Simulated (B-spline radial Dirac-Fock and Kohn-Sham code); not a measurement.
**Dipole and non-dipole photoemission parameters of Mn⁵⁺ 2p3/2**

System: Mn⁵⁺ in the configuration [Ar] 3d2; threshold 744.3 eV (orbital energy of the model). These are calculated numbers from a radial atomic solver; the model is Dirac-Hartree-Slater photoionisation with a Latter tail; cross sections with all multipoles, angular parameters from the dipole term and its interference with E2.

Input file task.json (cfg lists n, l and occupation; rrms is the nuclear radius in fm):

```json
{"items": [{
  "Z": 25,
  "q": 5,
  "cfg": [[1, 0, 2], [2, 0, 2], [2, 1, 6], [3, 0, 2], [3, 1, 6], [3, 2, 2]],
  "A": 55,
  "rrms": 3.7057,
  "do": "xps",
  "hv": [64.6, 80, 85.4, 111.0, 121.0, 125.0, 153.0, 167.0, 278.0, 458.0, 682.0, 741.0, 800, 946.0, 1000, 1100.0, 1170.0, 1253.6, 1980.0, 2000, 2470.0, 2880.0, 2984.4, 3050.0, 3300.0, 5260.0, 6000, 6850.0, 8047.8, 10700.0]
}]}
```

Launch: `python xray2_run.py task.json out`

For linearly polarised light dσ/dΩ = σ/(4π) [1 + β P₂(cos θ) + (δ + γ cos²θ) sin θ cos φ], with θ from the polarisation vector and φ the angle between the beam and the projection of the electron momentum on the plane normal to the polarisation.

| hν (eV) | σ (kb) | β | γ | δ |
| --- | --- | --- | --- | --- |
| 800 | 637 | 1.162 | -0.109 | 0.008 |
| 946 | 417 | 1.385 | 0.000 | 0.016 |
| 1000 | 362 | 1.418 | 0.040 | 0.017 |
| 1100 | 284 | 1.452 | 0.109 | 0.020 |
| 1170 | 242 | 1.464 | 0.153 | 0.021 |
| 1253.6 | 200 | 1.471 | 0.202 | 0.023 |
| 1980 | 54.9 | 1.412 | 0.524 | 0.037 |
| 2000 | 53.3 | 1.409 | 0.530 | 0.038 |
| 2470 | 28.5 | 1.344 | 0.672 | 0.048 |
| 2880 | 17.8 | 1.287 | 0.770 | 0.058 |
| 2984.4 | 16.0 | 1.273 | 0.792 | 0.060 |
| 3050 | 14.9 | 1.264 | 0.805 | 0.062 |
| 3300 | 11.7 | 1.231 | 0.852 | 0.068 |
| 5260 | 2.62 | 1.013 | 1.108 | 0.116 |
| 6000 | ? | ? | ? | ? |
| 6850 | 1.09 | 0.881 | 1.231 | 0.154 |
| 8047.8 | 0.628 | 0.800 | 1.300 | 0.181 |
| 10700 | 0.234 | 0.661 | 1.408 | 0.239 |

Q: Give the values at 6000 eV.

A: σ = 1.69 kb, β = 0.948, γ = 1.171, δ = 0.134.
